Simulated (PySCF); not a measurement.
CH2O, SMILES [H]/[C-]=[O+]/[H].

Coordinates come from a ωB97X-D3(BJ)/def2-TZVPD optimisation.

All values below come from r2SCAN/def2-TZVPD (PySCF).

Symmetry labels are those of the subgroup Cs that the program uses (full group Cs).

**Question.** List the valence orbital energies around the gap with their symmetry. (Estimate from the structure and the level; the computed values follow.)

**Answer.** 
```tsv
orbital	symmetry	energy (eV)
HOMO−7	A'	-518.28
HOMO−6	A'	-274.96
HOMO−5	A'	-29.46
HOMO−4	A'	-17.78
HOMO−3	A'	-12.33
HOMO−2	A'	-11.84
HOMO−1	A"	-10.94
HOMO	A'	-5.30
LUMO	A"	-2.51
LUMO+1	A'	0.19
LUMO+2	A'	1.59
LUMO+3	A"	2.32
```
